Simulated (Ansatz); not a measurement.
Isolated molecules relaxed with PBE0-D4/def2-TZVP in Ansatz; ΔE leaves out vibrations. CCSD(T)/CBS is the MP2 limit (def2-TZVPP, def2-QZVPP) plus CCSD(T) − MP2 in def2-TZVPP, frozen cores. This one scheme is used for every species. Each species was taken in one conformer, which may not be the lowest.

Reaction (ligand exchange at the Si–Cl bond): `C=C[SiH2]Cl` + `S[SiH](Cl)Cl` → `C=C[SiH2]S[SiH](Cl)Cl` + HCl

| species | CCSD(T)/CBS(def2) energy (Eh) |
| --- | --- |
| `C=C[SiH2]Cl` | -827.99751 |
| `S[SiH](Cl)Cl` | -1607.74509 |
| `C=C[SiH2]S[SiH](Cl)Cl` | -1975.35183 |
| HCl | -460.38127 |

**Question.** Work out ΔE.

**Answer.** ΔE = (-1975.35183) + (-460.38127) − (-827.99751) − (-1607.74509) = 0.00950 Eh = +0.26 eV.

Largest T1 diagnostic among the species: 0.011.

In def2-TZVPP, CCSD(T) changes the Hartree–Fock value by −0.28 eV (the triples alone add −0.05 eV) and MP2 by −0.32 eV. The D4 term adds −0.21 eV with B3LYP and −0.13 eV with PBE0; it sums over pairs of atoms, weighted by their polarisabilities, and B3LYP, whose exchange is more repulsive, gets the larger term.

B3LYP here is the variant with VWN-RPA as its local correlation; programs differ in this.
